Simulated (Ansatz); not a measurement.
CuCl2⁺: single points at one geometry.

```yaml
crystal:
  periodic: [false, false, false]
  atoms:
    - {symbol: Cu, position_ang: [-0.000025, -0.000011, -0.000007]}
    - {symbol: Cl, position_ang: [-0.015538, -0.019552, 2.058314]}
    - {symbol: Cl, position_ang: [0.015564, 0.019573, -2.058308]}
basis:
  gaussian: {orbitals: def2-TZVP, initial_orbitals: start.molden}
total_charge: 1
hamiltonian: {xc: r2scan, dispersion: d4}
scf: {omitted_lower_state_checks: [starts]}
output: {orbitals: {seedname: orbitals}}
```

The file start.molden holds the orbitals of an earlier run on this structure, at another level or in another basis.

```sh
$ ansatz run in.yaml --threads 4 --pin off --events-out ev --progress --plain --max-ram 3916MiB
```

Output, abridged:

```
Functional definition: r2SCAN
965 factors; their error is unknown
mean field evaluation 1: about -69675.4052 eV, gradient 9.6e0 eV
mean field evaluation 2: about -69675.4529 eV, gradient 1.0e-1 eV
mean field evaluation 4: about -69675.4245 eV, gradient 1.0e-4 eV
mean field evaluation 8: about -69675.4245 eV, gradient 7.8e-6 eV
mean field evaluation 16: about -69675.4245 eV, gradient 2.0e-6 eV
mean field -69675.42445680 eV, -2560.5246210883 hartree, gradient 2.0e-6 eV, S^2 0.000000; 0 other end points of the search recorded, 0 dependent functions left out
reference -69675.42447013 eV, -2560.5246215783 hartree; 31, 31 occupied and 88, 88 virtual orbitals, 965 factors
Total energy: -69675.43896813 eV, -2560.5251543699 hartree
Checks for a lower state left out: starts
```

Hardware: 4 threads of Arm Neoverse V1 on a shared host. Wall time 11 s.

As the first input, with `gaussian: {orbitals: def2-TZVP}`, `hamiltonian: {xc: pbe0, dispersion: d4}` (abridged; 8 s):

```
Functional definition: PBE0
mean field evaluation 16: about -69661.7913 eV, gradient 1.3e-3 eV
mean field -69661.79131283 eV, -2560.0236122885 hartree, gradient 2.8e-6 eV, S^2 0.000000
Total energy: -69661.84859430 eV, -2560.0257173435 hartree
Checks for a lower state left out: starts
```

First input, but with `hamiltonian: {xc: pbe, dispersion: d4}` (abridged; 4.3 s):

```
Functional definition: PBE
mean field evaluation 16: about -69660.9139 eV, gradient 4.6e-5 eV
mean field -69660.91390793 eV, -2559.9913682532 hartree, gradient 2.7e-6 eV, S^2 0.000000
Total energy: -69660.98081295 eV, -2559.9938269672 hartree
Checks for a lower state left out: starts
```

Geometry: r2SCAN-D4/def2-TZVP, that of the neutral doublet.

A triplet lies near this restricted singlet, and broken spin symmetry wasn't tried. At r2SCAN-D4/def2-TZVP, PBE-D4/def2-TZVP an occupied level lies above an empty one. At PBE0-D4/def2-TZVP a triplet of charge 1 lies 1.01 eV below the restricted singlet at the same geometry.
